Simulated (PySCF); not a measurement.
Species: C8H18BN.
SMILES with atom numbers: `[CH3:1][C:2]#[N+:3][BH2-:4][C:5]([CH3:6])([CH3:7])[CH2:8][CH2:9][CH3:10]` (hydrogens: H11, H12, H13 on C1; H14, H15 on B4; H16, H17, H18 on C6; H19, H20, H21 on C7; H22, H23 on C8; H24, H25 on C9; H26, H27, H28 on C10)

Theory: PySCF 2.14.0, PBE0-D3(BJ)/def2-SVP geometry optimisation, gas phase.

(1) Give the optimised bond lengths and angles.

Answers

(1) 
```tsv
bond	length (bohr)
C1–C2	2.733
C2≡N3	2.175
N3–B4	2.902
B4–C5	3.100
C5–C6, C5–C7	2.892
C5–C8	2.908
C8–C9	2.879
C9–C10	2.874
C1–H11, C1–H12, C1–H13	2.078
B4–H14, B4–H15	2.318
C6–H16 and 5 like bonds	2.084
C8–H22, C8–H23	2.094
C9–H24, C9–H25	2.083
C10–H26, C10–H27, C10–H28	2.083
```

Bonds in one row agree within 0.02 bohr and their mean is given. A selection of angles:
```tsv
angle	degrees
C1–C2–N3	179.9
C2–N3–B4	177.1
N3–B4–C5	108.5
B4–C5–C6	110.1
B4–C5–C7	106.7
B4–C5–C8	113.2
C6–C5–C7	108.6
C6–C5–C8	107.7
C7–C5–C8	110.5
C5–C8–C9	117.3
C8–C9–C10	112.8
```

Torsions: N3–B4–C5–C6 -67° (synclinal); B4–C5–C8–C9 57° (synclinal); C5–C8–C9–C10 180° (antiperiplanar). The mirror-image conformer, all signs reversed, is as good.

Of the pairs four or more bonds apart, H21···H24 is among the closest relative to their van der Waals radii: 2.24 Å, 94 % of the sum of Bondi's values. The C–C distances run from 1.446 Å (C1–C2, drawn single) to 1.539 Å (C5–C8, drawn single), a spread of 0.093 Å. B4 (four-coordinate boron) is distorted tetrahedral (angles from 104.6° to 114.5°).

Point group: C1 (no symmetry element, even within 0.4 Å). Whether it is a minimum is left open (no frequencies). The numbers are those of one conformer.
